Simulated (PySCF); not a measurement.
CHO2, doublet, geometry from GFN2-xTB. Base run: PySCF with HF/cc-pVDZ.

Input for PySCF:
```python
from pyscf import gto, scf

mol = gto.M(
    atom='''
O     0.965243   -0.682663   -0.072977
C     0.272153    0.258955    0.168123
O    -0.979298    0.513219   -0.000943
H    -1.520474   -0.198179   -0.417378
''',
    basis='cc-pvdz',
    charge=0,
    spin=1,
    verbose=4,
)

mf = scf.UHF(mol)
mf.kernel()
mo_i, mo_e, stable_i, stable_e = mf.stability(internal=True, external=True, return_status=True, nroots=6, tol=1e-6)
print('internally stable:', stable_i, ' externally stable:', stable_e)
if not stable_i:
    umf = mf.copy()
    umf.scf_summary = {}
    umf.kernel(umf.make_rdm1(mo_i, mf.mo_occ))
mf.analyze()
```

The bond that is stretched is that between atoms 1 and 2. A test that says stable can miss a lower solution.

Each row names what was changed in the base input (with any setting that the change needs).

```
change       ΔE vs base (mEh)  <S^2>   stability test says        outcome
-----------  ----------------  -----  --------------------  -------------
base                    0.000  0.762                stable      converged
bond × 1.25            98.423  0.800                stable      converged
bond × 1.5              169.2  1.047  external instability      converged
bond × 1.8              226.1  0.764  internal instability      converged
bond × 2.2                  -      -                     -  not converged
bond × 3.0                  -      -                     -  not converged
```

On stretching, the SCF can end on different states; <S^2> shows the spin contamination of each.
